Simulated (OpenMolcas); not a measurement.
**OpenMolcas run: Ni**

Input:

```
&GATEWAY
Coord
1

Ni 0.0 0.0 0.0
Basis=ANO-RCC-VTZP
Group=XYZ
NoMove
AngMom=0.0 0.0 0.0
AMFI
&SEWARD
* reference wave functions (RASSCF and RASSI steps not shown): 8 electrons in 5 orbitals (3d)
>>> COPY JOB001 $Project.JobIph
&CASPT2
XMultistate=10 1 2 3 4 5 6 7 8 9 10
Frozen=2 3
IPEA=0.25
Imaginary=0.1
MaxIter=60
WThr=0.0 0.3 0.05
PrWF=0.5
NoMix
>>> COPY JOB002 $Project.JobIph
&CASPT2
XMultistate=14 1 2 3 4 5 6 7 8 9 10 11 12 13 14
Frozen=2 3
IPEA=0.25
Imaginary=0.1
MaxIter=60
WThr=0.0 0.3 0.05
PrWF=0.5
NoMix
```

Output, cut to the results:

```
--- CASPT2 ---
Orbital specifications:
      -----------------------

      Symmetry species                           1   2
                                                ag  au
      Frozen orbitals                            2   3
      Inactive orbitals                          2   3
      Active orbitals                            5   0
      Secondary orbitals                        21  23
      Deleted orbitals                           0   0
      Number of basis functions                 30  29
Type of calculation                        XMS-CASPT2
      Fock operator                              state-average
      IPEA shift                                 0.25
      Real shift                                 0.00
      Imaginary shift                            0.10
      The input orbitals will be transformed to quasi-canonical
      The input states will be rotated to diagonalize the Fock operator
Reference energy:       -1519.0686286814
      E2 (Non-variational):      -0.7282488459
      Shift correction:          -0.0005143863
      E2 (Variational):          -0.7287632322
      Total energy:           -1519.7973919135
      Residual norm:              0.0000001914
      Reference weight:           0.89383
      Contributions to the CASPT2 correlation energy
      Active & Virtual Only:         -0.2895886942
      One Inactive Excited:          -0.3180485532
      Two Inactive Excited:          -0.1206115985
Reference energy:       -1519.0686286814
      E2 (Non-variational):      -0.7246842934
      Shift correction:          -0.0005122718
      E2 (Variational):          -0.7251965651
      Total energy:           -1519.7938252465
      Residual norm:              0.0000001173
      Reference weight:           0.89426
      Contributions to the CASPT2 correlation energy
      Active & Virtual Only:         -0.2862293246
      One Inactive Excited:          -0.3196791297
      Two Inactive Excited:          -0.1187758391
::    XMS-CASPT2 Root  1     Total energy:  -1519.79247574
::    XMS-CASPT2 Root  2     Total energy:  -1519.79164301
::    XMS-CASPT2 Root  3     Total energy:  -1519.79107074
::    XMS-CASPT2 Root  4     Total energy:  -1519.79070343
::    XMS-CASPT2 Root  5     Total energy:  -1519.79061586
::    XMS-CASPT2 Root  6     Total energy:  -1519.78988358
::    XMS-CASPT2 Root  7     Total energy:  -1519.78749716
::    XMS-CASPT2 Root  8     Total energy:  -1519.72233987
::    XMS-CASPT2 Root  9     Total energy:  -1519.71914568
::    XMS-CASPT2 Root 10     Total energy:  -1519.71737383
--- CASPT2 ---
Orbital specifications:
      -----------------------

      Symmetry species                           1   2
                                                ag  au
      Frozen orbitals                            2   3
      Inactive orbitals                          2   3
      Active orbitals                            5   0
      Secondary orbitals                        21  23
      Deleted orbitals                           0   0
      Number of basis functions                 30  29
Type of calculation                        XMS-CASPT2
      Fock operator                              state-average
      IPEA shift                                 0.25
      Real shift                                 0.00
      Imaginary shift                            0.10
      The input orbitals will be transformed to quasi-canonical
      The input states will be rotated to diagonalize the Fock operator
Reference energy:       -1518.9959655334
      E2 (Non-variational):      -0.7359053085
      Shift correction:          -0.0004966311
      E2 (Variational):          -0.7364019396
      Total energy:           -1519.7323674731
      Residual norm:              0.0000004793
      Reference weight:           0.89340
      Contributions to the CASPT2 correlation energy
      Active & Virtual Only:         -0.2917514631
      One Inactive Excited:          -0.3232776418
      Two Inactive Excited:          -0.1208762036
Reference energy:       -1518.9959655334
      E2 (Non-variational):      -0.7371097344
      Shift correction:          -0.0004990649
      E2 (Variational):          -0.7376087993
      Total energy:           -1519.7335743327
      Residual norm:              0.0000005284
      Reference weight:           0.89286
      Contributions to the CASPT2 correlation energy
      Active & Virtual Only:         -0.2924119531
      One Inactive Excited:          -0.3231658117
      Two Inactive Excited:          -0.1215319695
::    XMS-CASPT2 Root  1     Total energy:  -1519.73464024
::    XMS-CASPT2 Root  2     Total energy:  -1519.73415792
::    XMS-CASPT2 Root  3     Total energy:  -1519.73294061
::    XMS-CASPT2 Root  4     Total energy:  -1519.73239028
::    XMS-CASPT2 Root  5     Total energy:  -1519.73184949
::    XMS-CASPT2 Root  6     Total energy:  -1519.69451784
::    XMS-CASPT2 Root  7     Total energy:  -1519.69437738
::    XMS-CASPT2 Root  8     Total energy:  -1519.69387058
::    XMS-CASPT2 Root  9     Total energy:  -1519.69350460
::    XMS-CASPT2 Root 10     Total energy:  -1519.69259274
::    XMS-CASPT2 Root 11     Total energy:  -1519.69168704
::    XMS-CASPT2 Root 12     Total energy:  -1519.69097415
::    XMS-CASPT2 Root 13     Total energy:  -1519.69032326
::    XMS-CASPT2 Root 14     Total energy:  -1519.68987395
```

In XMS-CASPT2 the single-state energies belong to rotated reference states; over a whole degenerate manifold the rotation is arbitrary, and only the multistate roots count.

Levels above the lowest, from the spin-orbit matrix with the multistate effective Hamiltonian, averaged by term, added to it:

```
Configuration  Term  J  E (eV)      g  Term weight %  Second
      3d8 4s2    3F  4  0.0000  1.250            100        
      3d8 4s2    3F  3  0.1649  1.084            100        
      3d8 4s2    3F  2   0.276  0.669             99        
      3d8 4s2    1D  2   1.658  1.047             89   10 3P
      3d8 4s2    3P  2   2.050  1.451             90   10 1D
      3d8 4s2    3P  1   2.093  1.501            100        
      3d8 4s2    3P  0   2.133                   100        
      3d8 4s2    1G  4   2.796  1.000            100
```

CASPT2 does not keep the components of a term degenerate, so their means are used; among the terms shown or strongly mixed into the levels shown the widest spread is 1100 cm-1 (3d8 4s2 3F). Some high roots are left out of the spin-orbit mixing, which shifts the levels that they would mix with. With the s shell closed, the reference lacks s² → p², s² → d² and s → d mixing, so excited terms can stand far too high and out of order, with CASPT2 too. Only configurations of the active space appear. The first state left out of the spin-orbit step lies near 61000 cm-1 above the lowest spin-free state of the reference (among the parities and spins computed), and the list stops at four fifths of that energy or lower.

The term weight is that of the spin-free term in the level, not the purity of its configuration.
